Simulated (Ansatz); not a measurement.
`C[N](C)[GeH]`, charge 0, multiplicity 1.

Problem. Give a relaxed structure at PBE0-D4/def2-TZVP (Ansatz). (Best estimate.)

Solution. The calculation gave: 
Z-matrix (Å, degrees):
```
C
N 1 1.445
H 1 1.098 2 111.1
H 1 1.098 2 111.1 3 -119.5
H 1 1.091 2 110.4 3 120.2
C 2 1.443 1 112.4 3 59.6
Ge 2 1.823 1 119.9 3 -120.4
H 6 1.098 2 110.9 1 -59.9
H 6 1.088 2 110.3 1 179.6
H 6 1.098 2 110.9 1 59.1
H 7 1.602 2 93.2 1 -180.0
```
Point group Cs.
This is one stationary point; other conformers may exist.
